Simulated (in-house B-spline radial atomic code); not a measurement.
Values are calculated unless marked as measured or tabulated.
**Extrapolating the RPA correlation energy in partial waves: the zinc ion Zn¹⁸⁺**

All-electron RPA on Hartree-Fock orbitals from a B-spline radial code for spherical atoms, scalar-relativistic (spin-free one-electron X2C), finite nucleus, configuration [Ne] 3s2. With empty states up to angular momentum L the sums are:

| L | E_c(L) (hartree) |
| --- | --- |
| 3 | -0.731399 |
| 4 | -0.770968 |
| 5 | -0.786697 |
| 6 | -0.794187 |
| 7 | -0.798202 |
| 8 | -0.800541 |
| 9 | -0.801988 |

For large l each further wave adds A/(l + 1/2)⁴, because the basis must build the cusp where two electrons meet.

Question: Estimate the limit from L = 8 and L = 9.

Answer: Wave 9 adds -0.001447, against a sum of (l + 1/2)⁻⁴ of 1.22774e-04, so A = -11.786. The sum over l > 9 is ζ(4, 10.5) = 3.3168e-04, close to 1/(3 × 10³) = 3.3333e-04. The tail is -0.003909 and the limit -0.80590 hartree.

Question: How good is the estimate?

Answer: A run to L = 11 sums to -0.80356 and extrapolates to -0.80569 hartree, 0.07 millihartree from the run before. The estimate differs from that by -0.21 millihartree, while the bare sum at L = 9 misses 3.7 millihartree (0.5 %).
